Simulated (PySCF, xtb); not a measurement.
FH3O3Si, SMILES O[Si](O)(O)F.

xtb with GFN2-xTB at its own geometry gives an orbital gap of 11.06 eV and a dipole moment of 0.67 D.

Coordinates come from a TPSSh-D3(BJ)/def2-SVP optimisation. Other conformers were not sampled.

Q: What does r2SCAN/def2-TZVP (PySCF) give? (The exact figures need the calculation; the answer reports its results.)

A: gap 8.39 eV (levels -8.35 and 0.03 eV), dipole 0.50 D.
